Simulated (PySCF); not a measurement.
diarsenic (As2), singlet, at a GFN2-xTB geometry; PBE/6-31G (PySCF).

Input for PySCF:
```python
from pyscf import gto, scf, dft

mol = gto.Mole()
mol.atom = '''
    As   -0.00000000   -0.00000000   -1.04699221
    As    0.00000000    0.00000000    1.04699221
'''
mol.basis = '6-31g'
mol.verbose = 4
mol.build()

mf = dft.RKS(mol)
mf.xc = 'pbe'
mf.kernel()
```

Problem. What does PySCF print? Leave out banner, timings and long lists.

Solution. 
```
PySCF version 2.14.0

[INPUT] verbose = 4
[INPUT] num. atoms = 2
[INPUT] num. electrons = 66
[INPUT] charge = 0
[INPUT] spin (= nelec alpha-beta = 2S) = 0
[INPUT] symmetry False subgroup None
[INPUT] Mole.unit = angstrom
[INPUT] Symbol           X                Y                Z      unit          X                Y                Z       unit  Magmom
[INPUT]  1 As     0.000000000000   0.000000000000  -1.046992210000 AA    0.000000000000   0.000000000000  -1.978528531453 Bohr   0.0
[INPUT]  2 As     0.000000000000   0.000000000000   1.046992210000 AA    0.000000000000   0.000000000000   1.978528531453 Bohr   0.0

nuclear repulsion = 275.204522625761
number of shells = 22
number of NR pGTOs = 180
number of NR cGTOs = 54
basis = 6-31g
ecp = {}

******** <class 'pyscf.dft.rks.RKS'> ********
method = RKS
initial guess = minao
damping factor = 0
level_shift factor = 0
DIIS = <class 'pyscf.scf.diis.CDIIS'>
diis_start_cycle = 1
diis_space = 8
diis_damp = 0
SCF conv_tol = 1e-09
SCF conv_tol_grad = None
SCF max_cycles = 50
direct_scf = True
direct_scf_tol = 1e-13
XC library pyscf.dft.libxc version 7.1.2
    S. Lehtola, C. Steigemann, M. J. T. Oliveira, and M. A. L. Marques,  SoftwareX 7, 1–5 (2018)
XC functionals = pbe
    J. P. Perdew, K. Burke, and M. Ernzerhof,  Phys. Rev. Lett. 77, 3865 (1996)
    J. P. Perdew, K. Burke, and M. Ernzerhof,  Phys. Rev. Lett. 78, 1396 (1997)
    J. P. Perdew, K. Burke, and M. Ernzerhof,  Phys. Rev. Lett. 77, 3865 (1996)
    J. P. Perdew, K. Burke, and M. Ernzerhof,  Phys. Rev. Lett. 78, 1396 (1997)
radial grids:
    Treutler-Ahlrichs [JCP 102, 346 (1995); DOI:10.1063/1.469408] (M4) radial grids

becke partition: Becke, JCP 88, 2547 (1988); DOI:10.1063/1.454033
pruning grids: <function nwchem_prune>
grids dens level: 3
symmetrized grids: False
atomic radii adjust function: <function treutler_atomic_radii_adjust>
small_rho_cutoff = 0
Set gradient conv threshold to 3.16228e-05
Initial guess from minao.
tot grids = 40848
init E= -4469.04600991425
  HOMO = -0.284149331719643  LUMO = -0.161853602460287  gap/eV = 3.32784
cycle= 1 E= -4470.34736745196  delta_E= -1.3  |g|= 0.199  |ddm|= 2.16
  HOMO = -0.229416862863368  LUMO = -0.109899833387662  gap/eV = 3.25222
cycle= 2 E= -4470.34928636657  delta_E= -0.00192  |g|= 0.201  |ddm|= 0.566
  HOMO = -0.245502508863213  LUMO = -0.123128350017821  gap/eV = 3.32997
cycle= 3 E= -4470.35299994316  delta_E= -0.00371  |g|= 0.0066  |ddm|= 0.179
  HOMO = -0.248618883713889  LUMO = -0.125669749341397  gap/eV = 3.34562
cycle= 4 E= -4470.35302474548  delta_E= -2.48e-05  |g|= 0.000775  |ddm|= 0.0307
  HOMO = -0.24831492196174  LUMO = -0.125405497893833  gap/eV = 3.34454
cycle= 5 E= -4470.35302503339  delta_E= -2.88e-07  |g|= 0.00013  |ddm|= 0.00257
  HOMO = -0.248339041945313  LUMO = -0.125420525237831  gap/eV = 3.34478
cycle= 6 E= -4470.35302503983  delta_E= -6.44e-09  |g|= 2.13e-06  |ddm|= 0.000317
  HOMO = -0.248339486700425  LUMO = -0.125420886327949  gap/eV = 3.34479
cycle= 7 E= -4470.35302503984  delta_E= -1.09e-11  |g|= 3.14e-08  |ddm|= 4.13e-06
  HOMO = -0.24833948918511  LUMO = -0.125420885564819  gap/eV = 3.34479
Extra cycle  E= -4470.35302503984  delta_E= 3.64e-12  |g|= 1.26e-08  |ddm|= 1.31e-07
converged SCF energy = -4470.35302503984
```
